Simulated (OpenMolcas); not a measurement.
## Lines of S²⁺: computed and rescaled rates

```yaml
Program: OpenMolcas 26.06
Method: "MS-RASPT2, IPEA 0.25 Eh, imaginary shift 0.1 Eh (closed shells correlated: 2s 2p)"
Basis: ANO-RCC-VQZP [6s5p3d2f1g]
Scalar_Hamiltonian: DKH2, point nucleus
Active_space: 4 electrons in 9 orbitals (RAS2 3s 3p; RAS3 3d, at most 2 electrons)
State_averaging: 2S+1 = 3 even, 6 roots; 2S+1 = 1 even, 12 roots; 2S+1 = 5 odd, 1 root; 2S+1 = 3 odd, 8 roots; 2S+1 = 1 odd, 8 roots
Spin-orbit_coupling: RASSI with atomic mean-field integrals over the reference wave functions, term energies averaged over their components
```

Rates come from the transition moments of the reference wave functions (E1 and E2 in the length form). At fixed line strength A goes as λ^-3 for E1 and M1 and as λ^-5 for E2, so a rate at the computed wavelength can be rescaled to the measured one. Measured vacuum wavelengths follow from level energies in NIST levels in Podobedova, Kelleher and Wiese, J. Phys. Chem. Ref. Data 38, 171 (2009). Branching counts decays inside the model space alone, at computed energies, and the table is only a selection of the E2 and M1 lines, drawn from those between levels with measured partners whose computed energy lies within a factor of 1.5 of the measured one.

```json
{"Upper": "3s² 3p² ¹S₀", "Lower": "3s² 3p² ¹D₂", "Type": "E2", "λ computed (nm)": "630.7", "λ measured (nm)": "631.4", "A computed (s-1)": "2.17e+00", "A rescaled (s-1)": "2.16e+00", "Branching %": "75.9"}
{"Upper": "3s² 3p² ¹S₀", "Lower": "3s² 3p² ³P₁", "Type": "M1", "λ computed (nm)": "370.7", "λ measured (nm)": "372.3", "A computed (s-1)": "6.79e-01", "A rescaled (s-1)": "", "Branching %": "23.7"}
{"Upper": "3s² 3p² ¹D₂", "Lower": "3s² 3p² ³P₂", "Type": "M1", "λ computed (nm)": "939.5", "λ measured (nm)": "953.3", "A computed (s-1)": "5.04e-02", "A rescaled (s-1)": "", "Branching %": "72.2"}
{"Upper": "3s² 3p² ¹D₂", "Lower": "3s² 3p² ³P₁", "Type": "M1", "λ computed (nm)": "899.5", "λ measured (nm)": "907.1", "A computed (s-1)": "1.92e-02", "A rescaled (s-1)": "", "Branching %": "27.4"}
{"Upper": "3s² 3p² ³P₂", "Lower": "3s² 3p² ³P₁", "Type": "M1", "λ computed (nm)": "21090", "λ measured (nm)": "18710", "A computed (s-1)": "1.44e-03", "A rescaled (s-1)": "2.06e-03", "Branching %": "100.0"}
{"Upper": "3s² 3p² ³P₁", "Lower": "3s² 3p² ³P₀", "Type": "M1", "λ computed (nm)": "38460", "λ measured (nm)": "33480", "A computed (s-1)": "3.17e-04", "A rescaled (s-1)": "4.81e-04", "Branching %": "100.0"}
```

Spin-changing lines and M1 lines between different terms are not rescaled, since their strength hangs on the term gaps too.

The largest correction is for 3s² 3p² ³P₁ → 3s² 3p² ³P₀ (M1): 3.17e-04 × (38460 / 33480)^3 = 4.81e-04 s-1, a factor of 1.52.

No measured rate stands beside these. Rescaling mends the energy factor alone: line strengths can still be far off where a level mixes with configurations outside the active space, and weak or spin-changing lines hang on small mixing coefficients that depend on the term gaps too, so rescaling need not improve them.

CASPT2 does not keep the components of a term degenerate, so their means are used; among the terms shown or strongly mixed into the levels shown the widest spread is 20 cm-1 (3s² 3p² ¹D). The run also gave levels led by 3s 3p² 3d, 3s² 3p 3d, which use shells meant for correlation; these and all levels above them are left out. Measured partners are found by configuration, term and J. A level has none where our copy of the source lacks it or the pairing is in doubt (some pairs that miss far off the trend of their configuration count as doubtful). Levels of configurations outside the active space are missing.
